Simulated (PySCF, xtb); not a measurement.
C3H5BO, SMILES C1=CCB1O.

GFN2-xTB (xtb 6.7.1) at its own geometry gives an orbital gap of 4.13 eV and a dipole moment of 1.86 D.

The structure is a stationary point at B3LYP-D3(BJ)/def2-SVP. This is a generated structure with no PubChem entry under its InChIKey; it may be hypothetical. One conformer was computed; it need not be the lowest.

**Question.** What does PBE/def2-TZVP in PySCF give? (An estimate is asked for; the answer gives what the named calculation found.)

**Answer.** gap 4.82 eV (levels -6.51 and -1.69 eV), dipole 1.36 D.
